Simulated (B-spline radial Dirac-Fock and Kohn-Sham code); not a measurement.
**Tc⁺: photoemission with 94.5 eV photons**

System: Tc⁺ in the configuration [Kr] 4d5 5p1 (an excited configuration).

Model: Dirac-Hartree-Slater photoionisation with all multipoles and Dirac-Fock thresholds. Program: a radial B-spline solver. The asymmetry parameter β is from the dipole term alone. Kinetic energies are from the vacuum level. Open shells are spread statistically over j, without multiplet splitting.

```tsv
subshell	electrons	binding (eV)	kinetic (eV)	σ (kb)	β
N2 (4p1/2)	2	64.50	30.00	188	0.25
N3 (4p3/2)	4	61.57	32.93	?	?
N4 (4d3/2)	2	19.56	74.94	47.9	0.00
N5 (4d5/2)	3	19.26	75.24	72.2	-0.20
O2 (5p1/2)	0.33	9.52	84.98	3.05	0.07
O3 (5p3/2)	0.67	9.35	85.15	6.81	0.13
```

Task: What are σ and β for N3 (4p3/2)?

Result: σ = 386 kb, the largest of all subshells and 55 % of the total, and β = -0.12.

At such low photon energies correlation between channels can change these cross sections by tens of per cent.

Values without a named source are computed, but for edge energies of neutral atoms, which are taken from tables.
